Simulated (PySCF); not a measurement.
These compounds are isomers of formula C₅H₅ClO₂Si.

A. `InChI=1S/C5H5ClO2Si/c6-4-2-1-3(9-4)5(7)8/h1-2H,9H2,(H,7,8)`
B. `C1([SiH3])=CC=C(C(=O)Cl)O1`
C. SMILES C1(C(=O)Cl)=CC([SiH3])=CO1

Spectrum 1. ¹³C{¹H} NMR (computed): δ 164.2 (C), 160.5 (CH), 153.2 (C), 136.2 (CH), 120.1 (C).

Spectrum 2. ¹³C{¹H} NMR (computed): δ 169.6 (C), 168.2 (CH), 167.0 (C), 150.0 (CH), 130.1 (C).

Spectrum 3. ¹³C{¹H} NMR (computed): δ 165.7 (C), 164.2 (C), 157.4 (C), 132.4 (CH), 129.7 (CH).

Method: shielding tensors at PBE0/pcSseg-1 (GIAO), coordinates at the GFN2-xTB level, in PySCF 2.14.0 with density-fitted response routines (no relativistic terms, one computed conformer, gas phase, fast rotation and ring inversion assumed for equivalent nuclei).

δ = σ(ref) − σ, references computed at the same level: TMS for ¹³C. Acid and N–H amide carbonyl carbons lie up to 10 ppm further downfield in solution (hydrogen bonding). Shifts are as computed. Against solution values, carbons near 30 ppm lie about +3 ppm off and those near 130 ppm about +5 ppm; carbons on Cl a further +6 ppm. Of 1211 compounds with measured shifts, 218 miss one by over three times the rms of a fit or turn the order of signals round; such compounds aren't used in these exercises. Carbons bonded to Cl come out too deshielded.

Match each spectrum to its structure.

Answers

1–C, 2–A, 3–B.

- Spectrum 1 (C): 5 ¹³C signals; δC 136.2 is an aromatic CH; δC 164.2 is a carbonyl carbon.
- Spectrum 2 (A): 5 ¹³C signals; δC 169.6 is a carboxylic acid carbon; δC 168.2 is a β carbon of a C=C–C=O unit.
- Spectrum 3 (B): 5 ¹³C signals; δC 132.4 is an aromatic CH; δC 129.7 is an aromatic CH.
